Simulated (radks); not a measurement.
Values are calculated unless marked as measured or tabulated.
Charge is removed step by step from the 4d down level of La3+, starting from [Kr] 4d(up 5, down 5) 5s2 5p6. Code: a radial shooting solver on a logarithmic mesh with Libxc functionals. Model: scalar-relativistic Kohn-Sham, SCAN, spin-polarised, spherical densities, finite nucleus; meta-GGA in the generalised Kohn-Sham scheme; Fermi nuclear charge, rms radius 4.855 fm.

removed (e)  E - E(0) (eV)  eigenvalue (eV)  E minus straight line (eV)
0                    0.000          -128.71                       0.000
0.1                 12.963          -130.85                      -0.985
0.2                 26.154          -133.00                      -1.743
0.3                 39.554          -135.16                      -2.292
0.4                 53.167          -137.33                      -2.627
0.5                 66.996          -139.51                      -2.747
0.6                 81.061          -141.70                      -2.631
0.7                 95.328          -143.90                      -2.312
0.8                 109.83          -146.12                      -1.755
0.9                 124.55          -148.34                      -0.986
1                   139.49          -150.57                       0.000

Removing the whole electron costs 139.49 eV by Delta-SCF, against 128.71 eV from minus the eigenvalue at the starting occupation. Slater's transition state (half an electron removed) gives 139.51 eV. Integrating minus the eigenvalue over the occupation (Janak's theorem) gives 139.56 eV. In this scalar-relativistic scheme the density is built from large components alone, so the theorem holds only approximately. The mean slope of the eigenvalue, de/dn, is 21.9 eV per electron.
